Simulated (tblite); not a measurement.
Species: C₇H₉N (charge -1 and doublet state).
Atom-mapped SMILES: `[N-:1]=[C:2][C@H:3]1[CH2:4][CH:5]=[CH:6][CH2:7][CH2:8]1` (hydrogens: H9 on C3; H10, H11 on C4; H12 on C5; H13 on C6; H14, H15 on C7; H16, H17 on C8)

Cartesian coordinates in Å at the GFN2-xTB level; atoms count from 1:
```xyz
17
C7H9N angstrom
N      2.977   -2.007    0.399
C      1.930   -1.464    0.475
C      0.847   -0.523    0.450
C      1.108    0.723   -0.486
C     -0.019    1.670   -0.382
C     -1.320    1.227   -0.172
C     -1.648   -0.197    0.156
C     -0.466   -1.145   -0.054
H      0.696   -0.154    1.474
H      2.059    1.201   -0.222
H      1.229    0.302   -1.497
H      0.205    2.728   -0.278
H     -2.111    1.950    0.002
H     -1.967   -0.279    1.216
H     -2.512   -0.556   -0.435
H     -0.659   -2.093    0.465
H     -0.355   -1.370   -1.119
```

Computed values, GFN2-xTB/tblite, gas phase, harmonic and unscaled. The method is semi-empirical: single wavenumbers can be off by several per cent or more. One conformer, not necessarily the lowest. Open shells enter through the occupations alone, without spin polarisation, and single modes of such species can be off by tens of per cent.

Harmonic wavenumbers (cm⁻¹): 111.8, 117.5, 134.6, 203.3, 293.7, 355.9, 386.4, 437.7, 473.4, 510.0, 540.7, 674.4, 810.3, 833.3, 899.8, 925.0, 991.0, 1007.1, 1022.1, 1082.2, 1103.0, 1130.0, 1187.3, 1214.7, 1232.5, 1245.3, 1253.9, 1279.9, 1328.5, 1345.7, 1353.1, 1487.6, 1503.5, 1511.9, 1566.0, 2166.5, 2668.1, 2763.7, 2790.8, 2871.0, 2896.5, 2904.4, 2941.1, 2945.8, 2990.0.

A = 4535, B = 1457, C = 1163 MHz; mass 107.073 u (most abundant isotopes); point group C1, symmetry number 1; spin multiplicity 2.

Question: Zero-point energy?

Answer: ½Σν̃ = 29746 cm⁻¹ = 85.05 kcal/mol.

Question: Give the ideal-gas entropy at 350 K and 1 bar in the rigid-rotor, harmonic-oscillator model (classical rotation).

Answer: Translation 40.74, rotation 28.61, vibration 23.76, spin (R ln 2) 1.38: S = 94.5 cal/(mol K).

Question: And Cp and H(350 K) − H(0)?

Answer: Cp = 36.91 cal/(mol K), of which vibrations give 28.96 (their classical limit is 45 R = 89.4); H(350 K) − H(0) = 7.53 kcal/mol without the zero-point energy, 4.75 from vibrations.

Question: What must be added to the electronic energy to get the Gibbs energy at 350 K and 1 bar?

Answer: ZPE + [H(350 K) − H(0)] − T·S = 85.05 + 7.53 − 33.07 = 59.51 kcal/mol.

Question: Which modes carry the vibrational entropy at 350 K?

Answer: 111.8 cm⁻¹: 3.55; 117.5 cm⁻¹: 3.45; 134.6 cm⁻¹: 3.19; 203.3 cm⁻¹: 2.40; 293.7 cm⁻¹: 1.73; 355.9 cm⁻¹: 1.40 cal/(mol K); the other 39 give 8.04 together.

Question: Blend soft modes into free rotors: weight 1/[1 + (100 cm⁻¹/ν̃)⁴] for the oscillator and the rest for a rotor with moment μB/(μ + B), μ = h/(8π²ν), B = 10⁻⁴⁴ kg m². What vibrational entropy results?

Answer: 23.19 cal/(mol K) in place of 23.76, which changes −T·S at 350 K by +0.20 kcal/mol.

Question: How do the functions run with temperature in this model?

Answer: 
| T (K) | S (cal/(mol K)) | Cp (cal/(mol K)) | H − H(0) (kcal/mol) | G − H(0) (kcal/mol) | ln q(vib) |
| --- | --- | --- | --- | --- | --- |
| 150 | 71.8 | 19.3 | 1.94 | -8.84 | 1.45 |
| 250 | 83.7 | 27.9 | 4.29 | -16.63 | 3.22 |
| 298.15 | 89.0 | 32.2 | 5.74 | -20.78 | 4.13 |
| 400 | 99.7 | 41.3 | 9.48 | -30.40 | 6.11 |
| 600 | 119.3 | 55.7 | 19.27 | -52.33 | 10.14 |
| 900 | 144.8 | 69.8 | 38.28 | -92.07 | 16.11 |

q(vib) and H(0) count from the zero-point level.

Hindered rotation and anharmonicity are outside this model. Other conformers, if any are populated, would add a mixing term that is left out. The structure is chiral; the term R ln 2 for an equal mix with its mirror image is left out.
